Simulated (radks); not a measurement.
Task: These are the eigenvalues of the occupied orbitals of an atom or ion with whole-number occupations (hartree). Calculated with a radial shooting solver on a logarithmic mesh with Libxc functionals: scalar-relativistic Kohn-Sham, BLYP, spin-polarised, spherical densities, finite nucleus; Fermi nuclear charge, rms radius of each element as measured or else 0.836 A^(1/3) + 0.57 fm.

1s down: -162.2439
1s up: -162.2437
2s up: -18.00262
2s down: -17.99403
2p up: -14.84717
2p down: -14.84047
3s up: -2.59449
3s down: -2.56172
3p up: -1.80835
3p down: -1.77584
3d up: -0.67105

Which element is it, and in what charge state? The configuration may be excited. Open shells, if any, are filled with parallel spins first.

Result: Z = 21, scandium, charge +2: Sc2+ in [Ar] 3d1. The list shows which subshells hold electrons but not how many an open one holds; the 1s level, -162.24 hartree, gives Z - s = 18.0 by -(Z - s)^2/2, which with screening and relativity narrows Z to a few neighbours, and the depths of the outer levels then fix element, charge and occupations together.
